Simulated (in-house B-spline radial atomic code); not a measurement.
## Ionising Cs³⁺ with different functionals

Computed with a radial B-spline atomic code at the basis-set limit: four-component Dirac-Coulomb Hamiltonian, Fermi nucleus of rms radius 4.8041 fm, spin-restricted, spherical fractional occupations for the functionals, and exact exchange of hybrids averaged over the configuration. The ionisation energy is the difference of two self-consistent energies, [Kr] 4d10 5s2 5p4 → [Kr] 4d10 5s2 5p3, without Breit or QED terms; ε is the level of the shell that loses the electron (mean over j). The electron is taken from both j subshells in proportion to 2j + 1, so the result is a j average, not the step between ground levels.

```csv
method,rung,ΔSCF (eV),-ε(5p) (eV)
PBE0,global hybrid,45.27,41.17
BHandHLYP,global hybrid,45.14,42.54
CAM-B3LYP,range-separated hybrid,45.29,42.63
LC-wPBE,range-separated hybrid,45.34,44.13
```

Question: Among the functionals, which spreads more, the ΔSCF values or the orbital energies?

Answer: The orbital energies: ΔSCF values span about 0.20 eV and the orbital energies 2.97 eV; here energy differences depend much less on the functional than eigenvalues do.

Question: How do they compare with the NIST value?

Answer: NIST lists 43 eV ± 1.7 (tabulated theory, ground level to ground level). Errors run from +2.14 to +2.34 eV; all lie within about twice that uncertainty, so the table can't rank the methods.
